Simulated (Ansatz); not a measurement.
This geometry of CH$_{2}$BClO (6 atoms, charge 0, multiplicity 1) is a first-order saddle point.

Theory: Ansatz, RKS B3LYP/def2-SVP.

```xyz
6
Properties=species:S:1:pos:R:3
O -0.993 1.144 0.173
C 0.158 0.372 0.258
B 0.348 -0.991 -0.009
Cl 0.712 -2.620 -0.314
H -1.269 1.190 -0.751
H 1.045 0.905 0.644
```

Problem. Which two structures does it join? (They come from a converged band through this point; their orientation in space is the band's.)

Solution. No bond is made or broken. The dihedral H5–O1–C2–B3 goes from 0 to -129°.

Initial state:

```xyz
6
Properties=species:S:1:pos:R:3
O -0.747 1.361 -0.035
C 0.168 0.386 0.292
B 0.362 -0.946 -0.101
Cl 0.691 -2.566 -0.503
H -1.376 1.011 -0.677
H 0.902 0.755 1.024
```

Final state:

```xyz
6
Properties=species:S:1:pos:R:3
O -1.177 0.851 0.090
C 0.086 0.287 0.176
B 0.413 -1.051 -0.092
Cl 0.893 -2.667 -0.286
H -1.115 1.652 -0.447
H 0.899 0.929 0.558
```

Problem. How far does it lie above each of them?

Solution. 4.7 kJ/mol above the first and 3.4 kJ/mol above the second. This is the barrier of this one path; another mechanism may lie lower.

The run took 71 s on 1 thread of Arm Neoverse V1, with other jobs on the host, peak memory 0.13 GiB.
